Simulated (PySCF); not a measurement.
C2H7BFN, SMILES B(N(C)C)F. Atoms are numbered in the order given.

```xyz
12

B      0.7410    -0.8337     0.0000
H      1.9469    -0.8681     0.0000
F      0.0592    -1.9903     0.0000
N      0.0517     0.3825     0.0000
C     -1.3972     0.4694     0.0000
C      0.7379     1.6585     0.0000
H     -1.7627     1.0115    -0.8914
H     -1.7627     1.0115     0.8914
H     -1.8343    -0.5370     0.0000
H      0.4717     2.2570     0.8909
H      0.4717     2.2570    -0.8909
H      1.8252     1.5037     0.0000
```
Charge 0, spin multiplicity 1.

Coordinates come from a B3LYP-D3(BJ)/def2-SVP optimisation. This is a generated structure with no PubChem entry under its InChIKey; it may be hypothetical. One conformer was computed; it need not be the lowest.

Two levels are set side by side: PBE/pcSseg-1 (PySCF) and B3LYP/pcSseg-1 (PySCF). GIAO shifts against BF3 (¹¹B), CFCl3 (¹⁹F), NH3 (¹⁵N), TMS (¹H), TMS (¹³C) at the same level; non-relativistic, no solvent, atoms listed together averaged. Differences are taken from unrounded values.

| quantity | B3LYP |
|---|---|
| δ(¹¹B) of B1 (ppm) | 15.1 |
| δ(¹H) of H2 (ppm) | 4.50 |
| δ(¹⁹F) of F3 (ppm) | -118.0 |
| δ(¹⁵N) of N4 (ppm) | 111.5 |

Q: What does PBE give, and how far is it from B3LYP? (Estimate from the structure and the level; the computed values follow.)

A: 
| quantity | PBE | PBE minus B3LYP |
|---|---|---|
| δ(¹¹B) of B1 (ppm) | 13.3 | -1.8 |
| δ(¹H) of H2 (ppm) | 4.67 | 0.17 |
| δ(¹⁹F) of F3 (ppm) | -127.7 | -9.7 |
| δ(¹⁵N) of N4 (ppm) | 117.2 | 5.6 |

Rough cost on one machine, each run with all the roots and properties that it gave: B3LYP against PBE within a factor of 2.
